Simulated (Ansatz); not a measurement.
These are PBE0-D3(BJ)/def2-TZVP (Ansatz, a program for electronic structure) values and carry that method's errors. No frequencies were computed at this level.

Ansatz 0.2 input:
```yaml
crystal:
  periodic: [false, false, false]
  atoms:
    - { symbol: B, position_ang: [-1.375702, 1.123699, 0.088792] }
    - { symbol: C, position_ang: [-0.678314, -0.079257, 0.182211] }
    - { symbol: N, position_ang: [0.639298, -0.410259, 0.10681] }
    - { symbol: B, position_ang: [1.842939, -0.719706, 0.038929] }
    - { symbol: H, position_ang: [-2.053682, 2.045055, 0.030445] }
    - { symbol: H, position_ang: [-1.319565, -0.953889, 0.35288] }
    - { symbol: H, position_ang: [2.945026, -1.005641, -0.023102] }
basis:
  gaussian: { orbitals: def2-tzvp }
hamiltonian:
  xc: pbe0
  dispersion: d3bj
relax:
  max_steps: 150
```

Output:

```
Functional definition: PBE0
805 factors; their error is unknown
mean field evaluation 1: about -3912.7313 eV, gradient 6.5e1 eV
mean field evaluation 2: about -3879.2851 eV, gradient 1.3e2 eV
mean field evaluation 4: about -3922.1205 eV, gradient 7.0e0 eV
mean field evaluation 8: about -3922.2343 eV, gradient 1.1e-1 eV
mean field evaluation 16: about -3922.2374 eV, gradient 3.4e-4 eV
mean field -3922.23741080 eV, -144.1395662589 hartree, gradient 5.5e-5 eV, S^2 0.000000; 0 other end points of the search recorded, 0 dependent functions left out
reference -3922.23744614 eV, -144.1395675576 hartree; 13, 13 occupied and 129, 129 virtual orbitals, 805 factors
relax step   1: F+E_penalty+E_count = -3922.34150930 eV  Δ(F+E_penalty+E_count) = +0.000e0 eV  max|allowed force component| = 1.388e0 eV/Å  Δτ_max = 0.0000 Å  (28 SCF iters, accepted)
these checks for a lower state are left out or cut short: starts, cluster_reference, orbital_swaps, neighbouring_geometries, increment
805 factors; their error is unknown
mean field -3922.27201764 eV, -144.1408380368 hartree, gradient 2.5e-5 eV, S^2 0.000000; 0 other end points of the search recorded, 0 dependent functions left out
reference -3922.27205302 eV, -144.1408393368 hartree; 13, 13 occupied and 129, 129 virtual orbitals, 805 factors
relax step   2: F+E_penalty+E_count = -3922.37614868 eV  Δ(F+E_penalty+E_count) = -3.464e-2 eV  max|allowed force component| = 2.732e-1 eV/Å  Δτ_max = 0.0231 Å  (33 SCF iters, accepted)
these checks for a lower state are left out or cut short: starts, cluster_reference, orbital_swaps, neighbouring_geometries, increment
805 factors; their error is unknown
mean field evaluation 32: about -3922.2764 eV, gradient 2.4e-5 eV
mean field -3922.27642942 eV, -144.1410001667 hartree, gradient 2.4e-5 eV, S^2 0.000000; 0 other end points of the search recorded, 0 dependent functions left out
reference -3922.27646480 eV, -144.1410014671 hartree; 13, 13 occupied and 129, 129 virtual orbitals, 805 factors
relax step   3: F+E_penalty+E_count = -3922.38057025 eV  Δ(F+E_penalty+E_count) = -4.422e-3 eV  max|allowed force component| = 1.081e-1 eV/Å  Δτ_max = 0.0227 Å  (33 SCF iters, accepted)
these checks for a lower state are left out or cut short: starts, cluster_reference, orbital_swaps, neighbouring_geometries, increment
805 factors; their error is unknown
mean field -3922.27655452 eV, -144.1410047642 hartree, gradient 2.4e-5 eV, S^2 0.000000; 0 other end points of the search recorded, 0 dependent functions left out
reference -3922.27658991 eV, -144.1410060647 hartree; 13, 13 occupied and 129, 129 virtual orbitals, 805 factors
relax step   4: F+E_penalty+E_count = -3922.38070360 eV  Δ(F+E_penalty+E_count) = -1.333e-4 eV  max|allowed force component| = 1.100e-1 eV/Å  Δτ_max = 0.0033 Å  (34 SCF iters, accepted)
these checks for a lower state are left out or cut short: starts, cluster_reference, orbital_swaps, neighbouring_geometries, increment
805 factors; their error is unknown
mean field -3922.26049254 eV, -144.1404144972 hartree, gradient 1.1e-5 eV, S^2 0.000000; 0 other end points of the search recorded, 0 dependent functions left out
reference -3922.26052795 eV, -144.1404157984 hartree; 13, 13 occupied and 129, 129 virtual orbitals, 805 factors
relax step   5: F+E_penalty+E_count = -3922.36459530 eV  Δ(F+E_penalty+E_count) = +1.611e-2 eV  max|allowed force component| = 4.619e-1 eV/Å  Δτ_max = 0.0696 Å  (35 SCF iters, rejected (line search))
these checks for a lower state are left out or cut short: starts, cluster_reference, orbital_swaps, neighbouring_geometries, increment
805 factors; their error is unknown
mean field -3922.27765311 eV, -144.1410451367 hartree, gradient 2.6e-5 eV, S^2 0.000000; 0 other end points of the search recorded, 0 dependent functions left out
reference -3922.27768860 eV, -144.1410464408 hartree; 13, 13 occupied and 129, 129 virtual orbitals, 805 factors
relax step   6: F+E_penalty+E_count = -3922.38157571 eV  Δ(F+E_penalty+E_count) = -8.721e-4 eV  max|allowed force component| = 9.740e-2 eV/Å  Δτ_max = 0.0348 Å  (33 SCF iters, accepted)
these checks for a lower state are left out or cut short: starts, cluster_reference, orbital_swaps, neighbouring_geometries, increment
805 factors; their error is unknown
mean field -3922.27806163 eV, -144.1410601495 hartree, gradient 2.3e-5 eV, S^2 0.000000; 0 other end points of the search recorded, 0 dependent functions left out
reference -3922.27809711 eV, -144.1410614533 hartree; 13, 13 occupied and 129, 129 virtual orbitals, 805 factors
relax step   7: F+E_penalty+E_count = -3922.38203072 eV  Δ(F+E_penalty+E_count) = -4.550e-4 eV  max|allowed force component| = 5.663e-2 eV/Å  Δτ_max = 0.0130 Å  (34 SCF iters, accepted)
these checks for a lower state are left out or cut short: starts, cluster_reference, orbital_swaps, neighbouring_geometries, increment
805 factors; their error is unknown
mean field evaluation 64: about -3922.2781 eV, gradient 8.6e-5 eV
mean field -3922.27812502 eV, -144.1410624788 hartree, gradient 2.3e-5 eV, S^2 0.000000; 0 other end points of the search recorded, 0 dependent functions left out
reference -3922.27816049 eV, -144.1410637824 hartree; 13, 13 occupied and 129, 129 virtual orbitals, 805 factors
relax step   8: F+E_penalty+E_count = -3922.38209692 eV  Δ(F+E_penalty+E_count) = -6.620e-5 eV  max|allowed force component| = 4.396e-3 eV/Å  Δτ_max = 0.0057 Å  (34 SCF iters, accepted)
805 factors; their error is unknown
mean field -3922.27812502 eV, -144.1410624788 hartree, gradient 2.3e-5 eV, S^2 0.000000; 1 other end points of the search recorded, 0 dependent functions left out
reference -3922.27816049 eV, -144.1410637824 hartree; 13, 13 occupied and 129, 129 virtual orbitals, 805 factors
Total energy: -3922.38213240 eV, -144.1448846795 hartree
Atom 0 at    -1.372528     1.109117     0.090413 Å, force    -0.000411    -0.004396     0.000657 eV/Å
Atom 1 at    -0.659359    -0.081254     0.180665 Å, force    -0.000742     0.004393    -0.000493 eV/Å
Atom 2 at     0.652506    -0.403704     0.104642 Å, force    -0.003527     0.001353     0.000314 eV/Å
Atom 3 at     1.847018    -0.724130     0.039034 Å, force     0.001988    -0.000692    -0.000097 eV/Å
Atom 4 at    -2.087577     2.038679     0.034208 Å, force     0.002652    -0.000621    -0.000227 eV/Å
Atom 5 at    -1.357485    -0.915751     0.351591 Å, force    -0.000281    -0.000229    -0.000013 eV/Å
Atom 6 at     2.977425    -1.022955    -0.023589 Å, force     0.000321     0.000193    -0.000141 eV/Å
Dipole moment:    -0.081821     0.084324    -0.003533 e Å
```

Cost: roughly 21 core-seconds.
